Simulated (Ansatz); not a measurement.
**Hg2OF2 in a box, plane waves**

Ansatz 0.2.0, DFT PBE, spin-orbit coupling, plane waves, PAW, molecule in a box. The geometry was relaxed with Gaussian bases (PBE; Hg def2-SVP with ECP60, O def2-SVP, F def2-SVP).

```yaml
crystal:
  lattice:
    - [10.29, 0.0, 0.0]
    - [0.0, 10.48, 0.0]
    - [0.0, 0.0, 15.81]
  atoms:
    - { symbol: Hg, position: [0.50414383, 0.50446756, 0.6067179] }
    - { symbol: Hg, position: [0.50414383, 0.50446756, 0.39354965] }
    - { symbol: O, position: [0.43731778, 0.42938931, 0.50013409] }
    - { symbol: F, position: [0.56287075, 0.57044656, 0.71563757] }
    - { symbol: F, position: [0.56287075, 0.57044656, 0.28462998] }
basis:
  ecutwfc: 420
  ecutrho_ratio: 4
kpoints:
  mp_grid: { grid: [1, 1, 1] }
hamiltonian:
  xc: pbe
scf:
  occupations: { method: gaussian, width: 0.01 }
output:
  forces: true
  eigenvalues: true
  populations: true
  write_density: true
  write_potential: true
  elf: true
  volumetric_format: npy
magnetization:
  noncollinear: true
  spin_orbit: true
```

Command:
```sh
ansatz run input.yaml --threads 2 --pin off --max-ram 5120MiB --backend cpu --events-out ev --progress --plain --runs-dir out
```
It took 36 s on 2 threads of Arm Neoverse N1, with other jobs on the host, peak memory 2.2 GiB.

Problem. How does the SCF go?

Solution. 
```
SCF iter   1: F=—  HF=-29893.236861 eV  |F-HF|=—  |Δ(HF+E_count)|=         —  Δρ=2.86e-2
preconditioner: auto → Resta (q_TF=auto, 1.562 Å⁻¹)  ε∞=1.4  [insulator: Δε(μ)=4.211 eV  Ē_g=9.269 eV  σ=0.010 eV  W_gap=1.00  n_s
spin=Noncollinear: Resta preconditioning applied to the charge; magnetization (m_x, m_y, m_z) channels mix plain (no charge-respon
SCF iter   2: F=—  HF=-29888.752877 eV  |F-HF|=—  |Δ(HF+E_count)|=    4.48e0  Δρ=1.11e-2
SCF iter   3: F=—  HF=-29888.437000 eV  |F-HF|=—  |Δ(HF+E_count)|=   3.16e-1  Δρ=7.78e-3
...
SCF iter   5: F=—  HF=-29888.269487 eV  |F-HF|=—  |Δ(HF+E_count)|=   4.55e-2  Δρ=6.30e-4
SCF iter   6: F=—  HF=-29888.269205 eV  |F-HF|=—  |Δ(HF+E_count)|=   2.82e-4  Δρ=1.46e-4
SCF iter   7: F=—  HF=-29888.269188 eV  |F-HF|=—  |Δ(HF+E_count)|=   1.67e-5  Δρ=4.39e-5
SCF iter   8: F=—  HF=-29888.269445 eV  |F-HF|=—  |Δ(HF+E_count)|=   2.57e-4  Δρ=1.02e-5
SCF iter   9: F=-29888.269445 eV  HF=-29888.269445 eV  |F-HF|=1.16e-8  |Δ(HF+E_count)|=   2.29e-7  Δρ=1.38e-6
```

Problem. Which levels lie next to the highest filled one (eV, counted from it)?

Solution. Filled: -1.67, -1.67, -1.39, -1.39, -1.21, -1.21, -0.88, -0.88, 0.00, 0.00. Empty: 3.31, 3.31, 4.67, 4.67, 5.21, 5.21, 5.70, 5.70.

Problem. What forces are left at this geometry, relaxed with Gaussian bases (eV/Å)?

Solution. 
```
Hg  -0.04 -0.04 -0.25
Hg  -0.04 -0.04  0.25
O    0.15  0.17  0.00
F   -0.03 -0.04 -0.09
F   -0.03 -0.04  0.09
```

No frequency check is given that shows the relaxed geometry to be a minimum, and it was reached by following one of several unstable modes of a saddle point.
